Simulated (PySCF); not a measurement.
# Assignment exercise: C₅H₁₃N₂PSi

Molfile (atoms numbered from 1):
```
C5H13N2PSi
     RDKit          3D

 22 22  0  0  0  0  0  0  0  0999 V2000
    3.4168    0.1405   -0.0469 C   0  0  0  0  0  0  0  0  0  0  0  0
    1.7372    0.6254   -0.7975 Si  0  0  0  0  0  4  0  0  0  0  0  0
    0.1288    0.2234    0.7782 P   0  0  0  0  0  0  0  0  0  0  0  0
   -0.4565   -1.2642    0.0948 N   0  0  0  0  0  0  0  0  0  0  0  0
   -0.6435   -2.4749    0.8723 C   0  0  0  0  0  0  0  0  0  0  0  0
   -1.4314   -0.9577   -0.8692 C   0  0  0  0  0  0  0  0  0  0  0  0
   -1.7796    0.3265   -0.9216 C   0  0  0  0  0  0  0  0  0  0  0  0
   -1.1121    1.1538   -0.0046 N   0  0  0  0  0  0  0  0  0  0  0  0
   -1.8896    2.1728    0.6744 C   0  0  0  0  0  0  0  0  0  0  0  0
    4.2251    0.3956   -0.7234 H   0  0  0  0  0  0  0  0  0  0  0  0
    3.5941    0.6573    0.8917 H   0  0  0  0  0  0  0  0  0  0  0  0
    3.4738   -0.9260    0.1502 H   0  0  0  0  0  0  0  0  0  0  0  0
    1.5639   -0.0997   -2.0652 H   0  0  0  0  0  0  0  0  0  0  0  0
    1.7475    2.0627   -1.1120 H   0  0  0  0  0  0  0  0  0  0  0  0
    0.1374   -2.5273    1.6293 H   0  0  0  0  0  0  0  0  0  0  0  0
   -1.6191   -2.5192    1.3688 H   0  0  0  0  0  0  0  0  0  0  0  0
   -0.5514   -3.3406    0.2121 H   0  0  0  0  0  0  0  0  0  0  0  0
   -1.8111   -1.7547   -1.4837 H   0  0  0  0  0  0  0  0  0  0  0  0
   -2.4963    0.7757   -1.5861 H   0  0  0  0  0  0  0  0  0  0  0  0
   -2.2319    2.9079   -0.0578 H   0  0  0  0  0  0  0  0  0  0  0  0
   -2.7644    1.7693    1.1961 H   0  0  0  0  0  0  0  0  0  0  0  0
   -1.2481    2.6727    1.3983 H   0  0  0  0  0  0  0  0  0  0  0  0
  1  2  1  0
  2  3  1  0
  3  4  1  0
  4  5  1  0
  4  6  1  0
  6  7  2  0
  7  8  1  0
  8  9  1  0
  8  3  1  0
  1 10  1  0
  1 11  1  0
  1 12  1  0
  2 13  1  0
  2 14  1  0
  5 15  1  0
  5 16  1  0
  5 17  1  0
  6 18  1  0
  7 19  1  0
  9 20  1  0
  9 21  1  0
  9 22  1  0
M  END
```

Level of theory: GFN2-xTB geometry, shielding tensors at PBE0/pcSseg-1 (GIAO), in PySCF 2.14 (relativity neglected, a single conformation, one averaged value for each set of equivalent atoms, no solvent).

δ = σ(ref) − σ, references computed at the same level: TMS for 13C (σref 186.93), 1H (σref 31.72).

Task: Assign these signals to the numbered atoms. 13C{1H} NMR (computed): δ 130.3 (CH), 42.0 (CH3), -8.9 (CH3).

Result: 
| δ (ppm) | atoms | environment | reason |
| --- | --- | --- | --- |
| 130.3 | C6/C7 | alkene carbon bearing nitrogen | an sp2 carbon of a C=C bond |
| 42.0 | C5/C9 | methyl carbon bonded to N | the inductive effect lowers its shielding |
| -8.9 | C1 | methyl carbon bonded to Si | an electropositive neighbour leaves it electron-rich and shielded |

Task: Assign these signals to the numbered atoms. 1H NMR (400 MHz, computed): δ 5.61 (m, 2H), 4.27 (m, 2H), 2.67 (m, 6H), 0.10 (m, 3H).

Result: 
| δ (ppm) | atoms | environment | reason |
| --- | --- | --- | --- |
| 5.61 | H18/H19 | hydrogen on an alkene carbon bearing nitrogen | olefinic region |
| 4.27 | H13/H14 | hydrogen on a silicon bonded to C, P | – |
| 2.67 | H15/H16/H17/H20/H21/H22 | hydrogen on a methyl carbon bonded to N | its carbon carries N, hence the downfield position |
| 0.10 | H10/H11/H12 | hydrogen on a methyl carbon bonded to Si | an electropositive neighbour shields it, as in TMS itself |

Splittings by 31P in the carbon and heteronuclear signals aren't shown, as no couplings were computed. Shifts are as computed. Against solution values, carbons near 30 ppm lie about +3 ppm off and those near 130 ppm about +5 ppm. Of 1211 compounds with measured shifts, 218 miss one by over three times the rms of a fit or turn the order of signals round; such compounds aren't used in these exercises. No couplings were computed; multiplicities are counted from neighbouring protons, with m where these are inequivalent, close in shift, in a saturated or five-membered ring or joined by F or P, and br s for small geminal =CH2 splittings.
